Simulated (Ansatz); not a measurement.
Reaction (ligand exchange at the Si–C bond): `FC[SiH](F)[SiH3]` + `O[SiH3]` → `F[SiH]([SiH3])O[SiH3]` + `CF`

Isolated molecules relaxed with PBE0-D4/def2-TZVP in Ansatz; ΔE leaves out vibrations. CCSD(T)/CBS is the MP2 limit (def2-TZVPP, def2-QZVPP) plus CCSD(T) − MP2 in def2-TZVPP, frozen cores. This one scheme is used for every species. DFT in def2-TZVPP. HSE06 is defined as in plane-wave codes. Each species was taken in one conformer, which may not be the lowest.

```json
{"level": "revPBE-D4", "ΔE (kJ/mol)": "-130.1"}
{"level": "HSE06-D4", "ΔE (kJ/mol)": "-137.8"}
{"level": "ωB97X-V", "ΔE (kJ/mol)": "-142.4"}
{"level": "B2PLYP", "ΔE (kJ/mol)": "-147.2"}
{"level": "PBE0", "ΔE (kJ/mol)": "-135.3"}
{"level": "MP2/def2-SVP", "ΔE (kJ/mol)": "-144.7"}
{"level": "HF/CBS(def2)", "ΔE (kJ/mol)": "-167.1"}
{"level": "MP2/CBS(def2)", "ΔE (kJ/mol)": "-149.7"}
```

Q: What does CCSD(T)/CBS give? (An estimate is asked.)

A: Computed: -146.8 kJ/mol. The listed levels differ from it by 16.7, 9.0, 4.4, -0.4, 11.5, 2.1, -20.3, -2.9 kJ/mol.

Largest T1 diagnostic among the species: 0.013.

Leaving LDA and LC-ωPBE aside and taking each functional with its dispersion term where it has one, the values, not all of them listed here, spread over 27.6 kJ/mol, from BHLYP-D4 to revPBE-D4. From BLYP to BHLYP (50 % exact exchange), in def2-TZVPP and without D4, ΔE moves by −15.8 kJ/mol. At CCSD(T), def2-SVP lies +4.8 kJ/mol from the extrapolated value and def2-TZVPP −0.0 kJ/mol.

CCSD(T)/CBS has its own doubt, a few kJ/mol and more with outer-core shells, so smaller differences from it don't rank the levels.
